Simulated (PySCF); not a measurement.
# SbBr⁺: one state, many levels of theory

State: ²Π (doublet), unpaired electrons π ↑. Set-up: basis Sb def2-TZVPPD with ECP28, Br def2-TZVPPD; scalar-relativistic core potentials; PySCF 2.14. De refers to Sb⁺ + Br in their high-spin ground configurations, without counterpoise correction. The functionals are run spin-unrestricted. A positive dipole points towards Br; it is taken about the centre of mass and depends on that origin.

```
      Level  Re (Å)  ωe (cm⁻¹)  De (eV)  μ (D)
        UHF   2.379        324     1.78  -3.31
    UHF-MP2   2.366        327     3.24    n/a
UHF-SCS-MP2   2.374        322     3.08    n/a
        LDA   2.372        314     4.41  -2.13
        PBE   2.406        300     3.72  -2.37
     revPBE   2.416        295     3.48  -2.44
       PW91   2.406        300     3.75  -2.36
       BLYP   2.433        287     3.53  -2.44
     r²SCAN   2.386        311     3.59  -2.44
      TPSSh   2.389        309     3.51  -2.52
       PBE0   2.378        317     3.43  -2.59
      HSE06   2.382        315     3.49  -2.55
```

(1) What does a quarter of exact exchange do here, going from PBE to PBE0?

(2) What does the gradient correction do here, going from LDA to PBE?

(3) What does second-order correlation do here, going from UHF to UHF-MP2?

Correlated steps freeze 13 core orbitals. Spin–orbit coupling is left out, which matters for elements this heavy, above all for dissociation energies. For an ion De counts to the pair picked by the measured ionisation energies or electron affinities, which need not be the lowest pair at this level. Counting both spins, an empty level lies below a filled one in some of these solutions, because spin and occupation are held. The state was picked by a PBE0 search and need not be the measured ground state.

The whole job (state search and all levels along the bond) took about 6.8 min on 2 threads of Arm Neoverse V1 (shared host), peak memory 5 GiB.

Answers

(1) PBE0 less PBE: -2.8 pm in Re, +5.7 % in ωe, -0.29 eV in De. Exact exchange removes part of the self-interaction that spreads semilocal densities, and in most molecules shortens and stiffens the bond and lowers De; so it does here.

(2) PBE less LDA: +3.4 pm in Re, -4.5 % in ωe, -0.69 eV in De. The gradient correction favours the more uneven density of free atoms, so it tends to lengthen bonds and takes away much of the overbinding of LDA; so it does here.

(3) UHF-MP2 less UHF: -1.3 pm in Re, +0.9 % in ωe, +1.46 eV in De. Correlation nearly always deepens the well. The bond shortens, as in weak, metallic or heavy-atom bonds, where dispersion and the correlation of outer-core electrons pull the atoms together.
